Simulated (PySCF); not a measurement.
## Polarisability and C₆ of In (indium, neutral)

[Kr] 4d10 5s1 5p2, high-spin 4P determinant (an excited configuration). Calculation: PySCF 2.14, in aug-cc-pVQZ-DK3; scalar relativity by spin-free X2C-1e. Coupled (time-dependent) response in atomic units; α is the mean over directions.

```csv
method,mean α (bohr³),"α xx, yy, zz",C₆ (like pair),S(−4)
revPBE,77.31,"59.14, 86.40, 86.40",850.1,2962
```

S(−4) is the Cauchy moment in α(ω) = α(0) + S(−4) ω² + …

Spin-orbit coupling is absent.

α(iu) at revPBE:

```csv
u (hartree),α(iu) (bohr³)
0,77.31
0.0500,70.76
0.100,57.53
0.200,35.52
0.300,23.24
0.500,12.35
0.750,7.293
1.00,5.029
1.50,2.971
2.00,2.011
3.00,1.105
5.00,0.4721
```

A single London oscillator, α(iu) = α/(1 + u²/ω²), gives C₆ = (3/4) ω α². Matching the computed C₆ needs ω = 4 × 850.1 / (3 × 77.31²) = 0.190 hartree.

The components differ because the open shell of this determinant is not spherical; for a pure term their mean is the scalar polarisability.
